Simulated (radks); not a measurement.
The numbers below are computed, except where a source is named.
Sm+, 61 electrons, occupied as [Xe] 4f6 6s1. Level of theory: Dirac Kohn-Sham, PBE, spin-unpolarised, spherical densities, finite nucleus; open shells fill j = l - 1/2 first; Fermi nuclear charge, rms radius 5.0819 fm (a radial shooting solver on a logarithmic mesh with Libxc functionals).

Radial electron density D(r) = 4 pi r^2 rho(r):

r (bohr)  D(r) (e/bohr)
0.004389          33.70
0.005949          47.79
0.008062          63.38
0.01093           77.02
0.01493           84.01
0.02023           81.45
0.02742           74.91
0.03746           77.53
0.05076           94.99
0.0688            108.6
0.09324           96.67
0.1274            81.07
0.1726            92.02
0.234             86.88
0.3196            48.03
0.4332            39.80
0.5871            44.19
0.7957            26.51
1.087             13.18
1.473             8.826
1.997             4.212
2.728             1.245
3.697            0.4583
5.01             0.1816
6.79            0.03510
9.276          0.001981

D(r) has 4 maxima, at r = 0.0159, 0.0699, 0.196, 0.542 bohr, and minima at 0.0307, 0.129, 0.390 bohr, inside which lie 2.02, 11.22, 29.24 electrons.
